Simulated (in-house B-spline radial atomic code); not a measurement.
Successive ionisation energies of potassium; each step leads to the configuration of the next row (after the last: [He] 2s2 2p1/2(1)). Dirac energy differences include first-order Breit, QED and recoil terms. NIST's values go from ground level to ground level; the uncertainty of those that are theory runs from under 0.1 % in few-electron ions to several per cent in heavy many-electron ones. Computed with a B-spline radial code for spherical atoms: Dirac-Hartree-Fock, jj configuration that fills j = l - 1/2 first, finite nuclei.

A number in brackets counts the electrons of a j subshell.

```csv
ion,configuration,ionisation energy (eV),tabulated value (eV),tabulated kind,computed minus tabulated (eV),highest orbital,largest mean radius (bohr)
K,[Ar] 4s1,4.0,4.340664,measured,-0.3,4s1/2,5.224
K+,[Ne] 3s2 3p6,30.5,31.625,measured,-1.1,3p3/2,1.4327
K2+,[Ne] 3s2 3p1/2(2) 3p3/2(3),45.6,45.8031,semi-empirical,-0.2,3p3/2,1.3614
K3+,[Ne] 3s2 3p1/2(2) 3p3/2(2),61.9,60.917,semi-empirical,1.0,3p1/2,1.3014
K4+,[Ne] 3s2 3p1/2(2) 3p3/2(1),79.3,82.66,semi-empirical,-3.4,3p1/2,1.2491
K5+,[Ne] 3s2 3p1/2(2),96.7,99.44,semi-empirical,-2.7,3p1/2,1.2024
K6+,[Ne] 3s2 3p1/2(1),117.0,117.56,measured,-0.6,3p1/2,1.158
K7+,[Ne] 3s2,152.7,154.87,semi-empirical,-2.2,3s1/2,1.093
K8+,[Ne] 3s1,175.3,175.8174,semi-empirical,-0.6,3s1/2,1.0644
K9+,[He] 2s2 2p6,502.0,503.67,semi-empirical,-1.7,2p3/2,0.38003
K10+,[He] 2s2 2p1/2(2) 2p3/2(3),567.8,565.6,semi-empirical,2.2,2p3/2,0.37312
K11+,[He] 2s2 2p1/2(2) 2p3/2(2),636.7,631.1,semi-empirical,5.6,2p3/2,0.36641
K12+,[He] 2s2 2p1/2(2) 2p3/2(1),708.4,714.7,semi-empirical,-6.3,2p1/2,0.3599
K13+,[He] 2s2 2p1/2(2),781.5,786.3,semi-empirical,-4.8,2p1/2,0.35358
```

Where is the largest jump?

From K to K+, by a factor of 7.59 (4.0197 to 30.529 eV); the highest orbital goes from 4s1/2 to 3p3/2.

How far is this level of theory from the measured and semi-empirical values?

Over those 14 rows the differences run from -6.28 to +5.55 eV (mean absolute value 2.3 eV). The calculation leaves out correlation and, in open shells, the multiplet splittings that an average leaves out.
